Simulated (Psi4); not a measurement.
A dimer, CS2 ··· H2Se (SMILES S=C=S and [SeH2]); the first 3 atoms form monomer A.

```
6

S      1.5522    -0.0414     0.0000
C      0.0000     0.0000     0.0000
S     -1.5522     0.0414     0.0000
Se     0.4282     0.1246     3.4474
H      1.8926     0.0925     3.5763
H      0.2677     0.1828     4.9079
```

### Question
What interaction energy does SAPT0/jun-cc-pVDZ, frozen core in Psi4 give, and which attractive term is the largest?

### Answer
Total -0.52 kcal/mol: electrostatics -1.92, exchange 4.60, induction -0.53, dispersion -2.67. The most attractive term is dispersion.
